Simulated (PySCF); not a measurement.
Simulation results for CH₂FOSi, BF₂H₃Si, CH₄BClSi, Al₂FH₃O and others

Calculation on a computer-drawn molecule: optimised geometry and harmonic frequencies of an isolated molecule of the commonest isotopes, restricted reference for singlets and unrestricted otherwise, frozen core in MP2. Program: PySCF 2.14.0.

Common to all runs: basis cc-pV(D+d)Z.

(1) CH₂FOSi

Start structure:
```xyz
6
CH2FOSi
C     -0.8978     0.4810    -0.7871
Si     0.4888    -0.8433    -0.9398
O      0.7139    -2.1569    -0.3306
F      1.4535    -0.0820    -2.0447
H     -0.8431     1.4419    -1.3377
H     -1.7078     0.2587    -0.1740
```

Here we set charge 0, multiplicity 2 and method HF.

It finds rotational constants 7.968, 7.128, 3.762 GHz; total energy -502.3062 hartree; spin squared 0.7614; convergence status largest gradient component 1.202e-05 hartree/bohr.

Drawn bonds:
```csv
atom,other atom,order
1,2,1
2,3,2
2,4,1
1,5,1
1,6,1
```

Optimised structure:
```xyz
6
CH2FOSi
C     -0.8605     0.4435    -0.7954
Si     0.4803    -0.7564    -0.9926
O      0.6412    -2.0851    -0.3433
F      1.5135    -0.1304    -2.0255
H     -0.8742     1.3896    -1.3242
H     -1.6928     0.2382    -0.1329
```

Modes:
```csv
frequency (cm⁻¹),reduced mass (dalton)
260.7,1.033
265.2,3.285
371.5,8.017
374.2,13.39
662.2,1.348
781.7,5.444
830.9,1.471
956.6,9.057
1387,14.82
1490,1.16
3296,1.053
3410,1.117
```

(2) BF₂H₃Si

Start structure:
```xyz
7
BF2H3Si
B     -1.4270     0.9233    -0.9240
Si    -0.8751     0.4847     0.9739
F      0.2993     1.4631     1.4750
F     -2.0936     0.7135     1.9986
H     -2.5503     0.7365    -1.2925
H     -0.6259     1.3303    -1.7146
H     -0.4032    -0.8963     1.1542
```

Settings of this run: charge 0, multiplicity 1 and method MP2.

The calculation gives: rotational constants 6.614, 5.804, 3.5 GHz; total energy -514.8879 hartree; convergence status largest gradient component 2.795e-05 hartree/bohr.

Drawn bonds:
```csv
atom,other atom,order
1,2,1
2,3,1
2,4,1
1,5,1
1,6,1
2,7,1
```

Optimised structure:
```xyz
7
BF2H3Si
B     -1.4261     0.9233    -0.9194
Si    -0.8767     0.4922     0.9775
F      0.3228     1.4725     1.4777
F     -2.1151     0.7085     2.0116
H     -2.5533     0.7303    -1.2958
H     -0.6212     1.3259    -1.7191
H     -0.4062    -0.8976     1.1382
```

Modes:
```csv
frequency (cm⁻¹),reduced mass (dalton)
33.98,1.111
201.8,2.732
249.7,4.449
318.5,13.55
615.5,3.23
644.3,1.302
816.1,1.987
841.7,1.418
868.1,2.953
944.5,3.995
966.2,1.373
1215,1.169
2309,1.042
2651,1.055
2741,1.126
```

(3) CH₄BClSi

Start structure:
```xyz
8
CH4BClSi
B     -1.4902     0.1914    -0.6075
Si    -1.1128     0.5420     1.2593
C     -0.7044    -0.6142     2.4793
Cl    -1.2664     2.4268     1.8907
H     -1.3857    -0.8858    -1.0447
H     -1.7458     1.1102    -1.3813
H     -0.5800    -0.3495     3.5515
H     -0.6182    -1.6537     2.3181
```

Settings of this run: charge 0, multiplicity 1 and method HF.

It finds rotational constants 6.328, 3.36, 2.195 GHz; total energy -813.2918 hartree; convergence status largest gradient component 3.419e-05 hartree/bohr.

Drawn bonds:
```csv
atom,other atom,order
1,2,1
2,3,2
2,4,1
1,5,1
1,6,1
3,7,1
3,8,1
```

Optimised structure:
```xyz
8
CH4BClSi
B     -1.4581     0.1883    -0.5979
Si    -1.1258     0.5902     1.3349
C     -0.7322    -0.6003     2.4742
Cl    -1.2823     2.5618     1.9190
H     -1.3688    -0.9526    -0.9460
H     -1.7360     1.0363    -1.3920
H     -0.5456    -0.4245     3.5267
H     -0.6547    -1.6320     2.1463
```

Modes:
```csv
frequency (cm⁻¹),reduced mass (dalton)
165.9,1.801
173,2.942
221.2,1.734
227.1,3.08
507.7,9
622.6,1.021
664.3,1.878
695,1.909
819,1.671
842.6,1.256
957.9,1.306
1050,4.017
1252,1.157
1500,1.228
2706,1.051
2802,1.128
3297,1.058
3396,1.113
```

(4) Al₂FH₃O

Start structure:
```xyz
7
Al2FH3O
O      1.3869    -1.1155     0.3628
Al     0.6158     0.0698    -0.5752
Al    -0.7006    -0.8443    -2.6238
F     -0.0318    -0.5790    -4.1254
H      1.9204    -0.9932     1.1312
H      0.7619     1.5849    -0.1282
H     -2.0678    -1.6354    -2.6609
```

Settings of this run: charge 0, multiplicity 1 and method MP2.

The calculation gives: rotational constants 11.9, 1.642, 1.583 GHz; total energy -660.5146 hartree; convergence status largest gradient component 1.59e-05 hartree/bohr.

Drawn bonds:
```csv
atom,other atom,order
1,2,1
2,3,1
3,4,1
1,5,1
2,6,1
3,7,1
```

Optimised structure:
```xyz
7
Al2FH3O
O      1.3227    -1.1664     0.4011
Al     0.6393     0.0627    -0.5921
Al    -0.6938    -0.8472    -2.6246
F     -0.1263    -0.4402    -4.1572
H      1.8515    -0.9475     1.1782
H      0.8809     1.5797    -0.1900
H     -1.9896    -1.7538    -2.6350
```

Modes:
```csv
frequency (cm⁻¹),reduced mass (dalton)
20.2,5.288
123.2,4.773
146.9,6.56
343.9,2.202
386.7,1.819
445.8,1.321
501.1,1.228
588.6,1.066
677,1.133
716,1.519
803.4,13.72
849.2,3.876
1932,1.043
1960,1.044
3908,1.067
```

(5) AlBFH₂

Start structure:
```xyz
5
AlBFH2
F     -2.1832     0.4611    -1.5215
B     -1.1913     1.0663    -1.1229
Al     0.6691     2.2015    -0.3750
H      1.6016     2.4393    -1.5880
H      0.5056     2.4329     1.1472
```

It was run with charge 1, multiplicity 1 and method MP2.

Results for AlBFH₂: rotational constants 114.9, 3.279, 3.188 GHz; total energy -367.2574 hartree; convergence status largest gradient component 8.134e-06 hartree/bohr.

Drawn bonds:
```csv
atom,other atom,order
1,2,1
2,3,1
3,4,1
3,5,1
```

Optimised structure:
```xyz
5
AlBFH2
F     -2.1868     0.4588    -1.5233
B     -1.1806     1.0729    -1.1185
Al     0.6690     2.2014    -0.3749
H      1.5994     2.4371    -1.5932
H      0.5009     2.4310     1.1497
```

Modes:
```csv
frequency (cm⁻¹),reduced mass (dalton)
219,2.749
258.2,7.649
325.3,14.17
498.1,1.511
580.1,1.164
710.3,1.058
1606,12.81
2071,1.014
2124,1.073
```
